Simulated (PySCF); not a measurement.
## Group charges in `C=[P@@]1(C)C[C@@H](C)[C@H]1[SiH3]`

Species: C6H15PSi.
Numbering: `[CH2:1]=[P@@:2]1([CH3:3])[CH2:4][C@@H:5]([CH3:6])[C@H:7]1[SiH3:8]` (hydrogens: H9, H10 on C1; H11, H12, H13 on C3; H14, H15 on C4; H16 on C5; H17, H18, H19 on C6; H20 on C7; H21, H22, H23 on Si8)

Geometry (GFN2-xTB, Å), atoms numbered from 1 in this order:
```xyz
23
C6H15PSi angstrom
C      1.3750   -0.9838    1.8533
P      1.0523   -0.3531    0.3122
C      2.6344    0.0707   -0.4932
C      0.0663   -1.4887   -0.7553
C     -1.0233   -0.4166   -0.9895
C     -2.2524   -0.6966   -0.1421
C     -0.2176    0.8155   -0.5227
Si    -1.0052    2.1646    0.5436
H      0.4728   -1.2734    2.3846
H      2.0033   -0.3230    2.4444
H      2.9611    1.0472   -0.1362
H      3.3682   -0.6817   -0.2105
H      2.5177    0.1015   -1.5752
H      0.5984   -1.7712   -1.6658
H     -0.2749   -2.3956   -0.2565
H     -1.3233   -0.3394   -2.0391
H     -2.7353   -1.6169   -0.4682
H     -1.9643   -0.8087    0.9013
H     -2.9712    0.1166   -0.2205
H      0.2695    1.2847   -1.3827
H     -1.4258    1.6380    1.8417
H      0.0188    3.1927    0.7495
H     -2.1492    2.7444   -0.1632
```

Atomic charges (e) from the PBE0/pcSseg-1 density (PySCF):

```
atom  Mulliken      IAO  Hirshfeld  ESP-fitted
  C1   -0.5182  -0.8827    -0.3119     -1.0357
  P2   +0.4423  +1.1405    +0.3610     +0.8522
  C3   -0.4164  -0.6370    -0.1527     -0.5698
  C4   -0.3032  -0.4878    -0.1133     -0.6896
  C5   -0.2708  -0.0921    -0.0242     +0.5001
  C6   -0.2264  -0.4173    -0.1181     -0.5412
  C7   -0.6566  -0.6412    -0.1684     -0.6523
 Si8   +0.5257  +0.5815    +0.2897     +0.3066
  H9   +0.1143  +0.1425    +0.0150     +0.2704
 H10   +0.1141  +0.1424    +0.0146     +0.2619
 H11   +0.1556  +0.1638    +0.0532     +0.1724
 H12   +0.1650  +0.1753    +0.0535     +0.1775
 H13   +0.1372  +0.1569    +0.0508     +0.1544
 H14   +0.1454  +0.1515    +0.0463     +0.1933
 H15   +0.1513  +0.1525    +0.0455     +0.2107
 H16   +0.1272  +0.1330    +0.0370     -0.0156
 H17   +0.1272  +0.1439    +0.0442     +0.1329
 H18   +0.1188  +0.1365    +0.0384     +0.1592
 H19   +0.1377  +0.1403    +0.0412     +0.1431
 H20   +0.1641  +0.1500    +0.0369     +0.2017
 H21   -0.0693  -0.1154    -0.0763     -0.0850
 H22   -0.0859  -0.1160    -0.0807     -0.0747
 H23   -0.0789  -0.1209    -0.0808     -0.0726
```

Cut each of the bonds C1–P2, C3–P2, C6–C5 and Si8–C7 in turn and sum the charges on the side of the atom named first.

In e; the other side holds the opposite charge:

| bond cut | piece | atoms | Mulliken | IAO | Hirshfeld | ESP-fitted |
| --- | --- | --- | --- | --- | --- | --- |
| C1–P2 | CH2 | 3 | -0.290 | -0.598 | -0.282 | -0.503 |
| C3–P2 | CH3 | 4 | +0.041 | -0.141 | +0.005 | -0.065 |
| C6–C5 | CH3 | 4 | +0.157 | +0.003 | +0.006 | -0.106 |
| Si8–C7 | SiH3 | 4 | +0.292 | +0.229 | +0.052 | +0.074 |

Extremes among these pieces. Mulliken: lowest CH2 at C1, highest SiH3 at Si8; IAO: lowest CH2 at C1, highest SiH3 at Si8; Hirshfeld: lowest CH2 at C1, highest SiH3 at Si8; ESP-fitted: lowest CH2 at C1, highest SiH3 at Si8.

Do the schemes agree better on the pieces than on the single atoms at the cuts?

The spread between schemes averages 0.250 e for the pieces and 0.481 e for the atoms named first; it is smaller for the piece at 4 of the 4 cuts. On average they agree better on the pieces. The sign differs between schemes (beyond ±0.03 e) for CH3 at C3 and CH3 at C6.

Isolated species at its GFN2-xTB geometry (one conformer only).
